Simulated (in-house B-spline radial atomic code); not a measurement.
A run on In- that did not converge. Method: scalar-relativistic (X2C) B97-1, spin-polarised, spherical fractional occupations, exact exchange averaged over the configuration, Fermi nucleus of rms radius 4.6156 fm; computed with a B-spline radial code for spherical atoms.

Command:
```bash
python run_scf.py task.json out
```
Settings (nuclear radius in fm, mass in u):
```
Z                49
configuration    [Kr] 4d10 5s2 5p2
hamiltonian      x2c
method           b97_1
spin_polarised   True
nucleus          fermi
rms_radius       4.6156
atomic_mass      114.90388
speed_of_light   137.035999084
exact_exchange   averaged over the configuration
```

First and last ten iterations of the last attempt (damped for 15 steps, keeping 80 % of the old Fock matrix, then DIIS):
```
 iter        energy (Eh)    residual
    1       -5879.518169    4.62e-01
    2       -5879.303619    2.01e-01
    3       -5880.281546    1.17e-01
    4       -5880.647474    6.62e-02
    5       -5880.595632    3.92e-02
    6       -5880.785955    2.62e-02
    7       -5880.812544    1.63e-02
    8       -5880.821792    1.03e-02
    9       -5880.827131    6.69e-03
   10       -5880.760273    1.32e-02
  111       -5880.828528    3.21e-04
  112       -5880.828528    1.46e-04
  113       -5880.828534    1.61e-04
  114       -5880.828534    2.05e-04
  115       -5880.828528    1.64e-03
  116       -5880.828525    1.60e-03
  117       -5880.828528    1.52e-03
  118       -5880.828547    2.24e-04
  119       -5880.828490    7.86e-04
  120       -5880.828491    4.69e-04
 not converged after 120 iterations
```

The smallest residual met was 1.2e-04; the threshold is about 5e-07. No energy from this run should be used. Run time, properties included: 8.1 s on 1 thread of Arm Neoverse N1, on a shared host.
